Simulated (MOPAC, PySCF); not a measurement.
AlCl, SMILES `[Al][Cl]` (lower singlet), neutral singlet in the gas phase. This singlet lies 2.96 eV below the relaxed triplet at the level composite: frozen-core CCSD(T) with HF/cc-pV5Z and the correlation energy extrapolated as X^-3 from cc-pVQZ and cc-pV5Z, plus CCSDT(Q) minus CCSD(T) in cc-pVTZ // B3LYP-D3(BJ)/def2-TZVP (Ansatz).

Cartesian coordinates (Å):
SMILES: [Al][Cl]
```xyz
2

Al     1.0801     0.0000     0.0000
Cl    -1.0801     0.0000     0.0000
```
Charge 0, spin multiplicity 1.

All levels are single points at this geometry (B3LYP-D3(BJ)/def2-TZVP); Pople sets use spherical d functions. Orbital energies aren't observables, and empty levels follow the basis.

```
level                            HOMO (eV)  LUMO (eV)  gap (eV)  dipole (D)  vertical IE, Delta-SCF (eV)
-------------------------------  ---------  ---------  --------  ----------  ---------------------------
B3LYP-D3(BJ)/def2-TZVP in PySCF      -6.85      -1.81      5.04        1.68                            –
PBE-D3(BJ)/def2-TZVP in PySCF        -6.07      -2.37      3.70        1.49                            –
B3LYP/LANL2DZ in PySCF               -6.98      -2.01      4.97        2.28                            –
BP86/6-31G* in PySCF                 -6.21      -2.49      3.73        1.59                            –
M06-2X/6-31G* in PySCF               -7.97      -0.95      7.02        2.04                            –
PBE/6-31G* in PySCF                  -6.11      -2.41      3.70        1.57                         9.27
SVWN5/6-31G* in PySCF                -6.19      -2.51      3.68        1.62                         9.43
HF/3-21G in PySCF                    -9.24       0.72      9.95        2.77                            –
HF/6-31G* in PySCF                   -9.09       0.88      9.97        1.95                         8.46
HF/STO-3G in PySCF                   -5.99       8.58     14.57        4.50                            –
AM1 in MOPAC                         -9.19      -0.64      8.55        1.37                            –
PM3 in MOPAC                         -9.37      -3.87      5.50        1.56                            –
PM6 in MOPAC                        -10.11       0.42     10.54        2.68                            –
```
